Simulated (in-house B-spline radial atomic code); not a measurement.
Spin-orbit splittings of orbital energies (j = l + 1/2 less j = l - 1/2) and ratios of mean radii (lower j over upper j) along the 46-electron series, configuration [Kr] 4d10. Computed with an all-electron radial atomic-structure program (B-spline basis): Dirac-Hartree-Fock, average of the configuration, finite nuclei.

```tsv
ion	Z	splitting of 3p (eV)	radius ratio of 3p	splitting of 2p (eV)	radius ratio of 2p	splitting of 3d (eV)	radius ratio of 3d
Pd	46	28.866	0.97274	160.26	0.95969	5.6979	0.99045
Ag+	47	32.104	0.97163	176.22	0.95785	6.3879	0.99009
Cd2+	48	35.619	0.97049	193.4	0.95597	7.1441	0.98971
In3+	49	39.429	0.96933	211.86	0.95405	7.9681	0.98932
Sn4+	50	43.551	0.96813	231.67	0.95208	8.8635	0.98892
Sb5+	51	48.006	0.96692	252.9	0.95006	9.8341	0.98851
```

With what power of Z does the column «splitting of 3d (eV)» change over this range?

A fit of the logarithm of its size against log Z from Z = 46 to 51 has slope 5.29. An unscreened hydrogenic electron would give 4 at low Z; screening makes the apparent power larger near the neutral end, and relativity raises it again at high Z.
